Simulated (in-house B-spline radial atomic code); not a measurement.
## Ca5+: [Ne] 3s2 3p3

Method: non-relativistic LDA exchange-only, spin-polarised, spherical fractional occupations, point nucleus. Calculated with an all-electron radial atomic-structure program (B-spline basis).

Z_r = [3n² - l(l+1)]/(2<r>); Z_e = n√(-2ε); the last column is Slater's effective charge. Values are occupation-weighted means over spin.

```
shell  electrons   ε (eV)  <r> (bohr)    Z_r    Z_e  Slater
   1s          2  -3998.5     0.07754  19.35  17.14   19.70
   2s          2  -487.98      0.3669  16.35  11.98   15.85
   2p          6  -413.32      0.3278  15.26  11.02   15.85
   3s          2  -113.33       1.079  12.51   8.66    9.80
   3p          3  -96.802       1.118  11.18   8.00    9.80
```

The least bound orbital is 3p up at -96.8 eV, and it is also the most diffuse (<r> = 1.118 bohr).
